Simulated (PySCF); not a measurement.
C3H7ClOSi, SMILES C=C(Cl)[Si@@H](C)O.

Coordinates come from a TPSSh-D3(BJ)/def2-SVP optimisation. The structure was generated by enumeration; whether it is a known compound was not checked. Other conformers were not sampled.

Two levels are set side by side: TDA-PBE/def2-SVPD (PySCF) and TDA-LC-ωPBE/def2-SVPD (PySCF). Vertical, same geometry. The lowest singlet is HOMO−1→LUMO 99 % with PBE and HOMO−1→LUMO 88 % with the other functional; states are paired by order. Differences are taken from unrounded values.

```tsv
quantity	TDA-LC-ωPBE
lowest singlet excitation (eV)	6.79
lowest triplet excitation (TDA) (eV)	3.86
first bright state (f over 0.05) (eV)	7.07
its oscillator strength	0.36
```

Question: What does TDA-PBE give, and how far is it from TDA-LC-ωPBE? (An estimate is asked for; the answer gives what the named calculation found.)

Answer: 
```json
[
 {"quantity": "lowest singlet excitation (eV)", "TDA-PBE": "5.45", "TDA-PBE minus TDA-LC-ωPBE": "-1.34"},
 {"quantity": "lowest triplet excitation (TDA) (eV)", "TDA-PBE": "3.97", "TDA-PBE minus TDA-LC-ωPBE": "0.11"},
 {"quantity": "first bright state (f over 0.05) (eV)", "TDA-PBE": "6.10", "TDA-PBE minus TDA-LC-ωPBE": "-0.97"},
 {"quantity": "its oscillator strength", "TDA-PBE": "0.14", "TDA-PBE minus TDA-LC-ωPBE": "-0.22"}
]
```

A lower first singlet is the usual sign of a functional without exact exchange. Differences between two approximate levels are no errors against the true value.

Rough cost on one machine, each run with all the roots and properties that it gave: TDA-LC-ωPBE against TDA-PBE about 3 times.
